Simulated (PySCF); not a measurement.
Computed with TPSSh-D3(BJ)/def2-TZVP // BP86-D3(BJ)/def2-SVP (PySCF). Gas-phase values, no solvent. 

Reference species: [Zn(Cl)(H)] (neutral, multiplicity 1).

| Quantity | Value |
|---|---|
| charge on the central atom (Mulliken) | 0.35 e |
| coordination number | 2 |
| LUMO | -0.89 eV |

Changed species: [Zn(Cl)2] (0 of 2 Cl replaced by H; the reference has 1 of 2 Cl replaced by H).

Q: What does the change do to the charge on the central atom (Mulliken), coordination number and LUMO?

A: the charge on the central atom (Mulliken) goes up by 0.27 e, to 0.62 e; the coordination number stays essentially unchanged; the LUMO falls by 1.26 eV, to -2.15 eV.
